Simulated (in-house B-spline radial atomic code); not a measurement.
The numbers below are computed, except where a source is named.
Building a PAW d channel for Rh, r_c = 1.21 bohr

Rh, [Kr] 4d8 5s1, non-relativistic PBE, spherical and spin-unpolarised, from an all-electron radial atomic-structure program (B-spline basis) (atomic units; all potentials screened as in the neutral atom).

Two all-electron partial waves φ1, φ2 are integrated outwards at E1 = ε(4d) = -0.231835 and E2 = E1 + 1 hartree; φ1 is the bound orbital and φ2 has unit norm inside r_c = 1.2054 bohr. Smooth partners are polynomials, r^3(a0 + a1 r² + a2 r⁴ + a3 r⁶), matched to φ and three derivatives at r_c, with no condition on the norm. The local potential is -23.751 + (37.1302) r² + (-24.7354) r⁴ + (6.19785) r⁶ inside 0.9869 bohr and the all-electron one outside.

```csv
wave,φ(r_c),φ'(r_c),a0,a1,a2,a3
1,0.8432875,-0.1196351,2.757282,-3.088351,1.378705,-0.2279209
2,1.124354,-1.576366,5.355376,-6.486751,2.944053,-0.4901971
```

Inside r_c the overlaps are <φi φj> = [[0.36062, 0.59741], [0.59741, 1.00000]] and, for the smooth waves, [[0.33185, 0.54177], [0.54177, 0.89235]]. With χj = (Ej − T − V_local) applied to smooth wave j, the program's quadrature gives the matrix B_ij = <smooth i, χj> as [[0.28782, 0.48603], [0.54167, 0.92788]].

Task: Check the match of the first wave, and find the augmentation charges q_ij.

Result: At r_c the four terms are 4.82920, -7.85928, 5.09788, -1.22452, which sum to 0.8433, φ1(r_c) to rounding. q_ij is the all-electron overlap less the smooth one: [[0.02876, 0.05564], [0.05564, 0.10765]]. The smooth first wave has a norm of 0.3319 inside r_c against 0.3606, and q11 > 0 puts back the missing charge.

Task: B isn't symmetric. Show that D_ij = B_ij + Ej q_ij is.

Result: Integrating by parts gives B12 − B21 = (E1 − E2) q12: 0.48603 − (0.54167) = -0.05564, and −1 × (0.05564) = -0.05564. So D12 = 0.48603 + (0.768165)(0.05564) = 0.52877 and D21 = 0.54167 + (-0.231835)(0.05564) = 0.52877; D11 = 0.28116, D22 = 1.01057. The projectors, p = (B⁻¹)ᵀ χ, are dual to the smooth waves; det B = 0.0038, small beside B11 B22, as the two smooth waves look alike inside r_c.

Solving (T + V_local + Σ p D p) ψ = E (1 + Σ p q p) ψ in a sphere of 9 bohr gives these levels:

```json
{"all-electron": "-0.231823", "one projector": "-0.231823", "two projectors": "-0.231823"}
{"all-electron": "0.122247", "one projector": "0.122205", "two projectors": "0.122247"}
{"all-electron": "0.408502", "one projector": "0.408172", "two projectors": "0.408502"}
{"all-electron": "0.843681", "one projector": "0.842314", "two projectors": "0.843681"}
{"all-electron": "1.419280", "one projector": "1.415060", "two projectors": "1.419280"}
```

Task: What does the second projector gain?

Result: With one projector the errors are 0.00, -0.04, -0.33, -1.37, -4.22 millihartree. With two the errors are 0.00, 0.00, 0.00, 0.00, 0.00 millihartree. The scattering is exact at E1 and at E2 = 0.768, and over all levels compared the largest error is under 0.01 millihartree. The lowest eigenvalue of the overlap operator is 1 with one and 1 with two projectors. The smooth orbital alone needs a cutoff of 31.7 hartree for 1 millihartree of kinetic energy, against 31 for a norm-conserving Troullier-Martins orbital of the same radius.
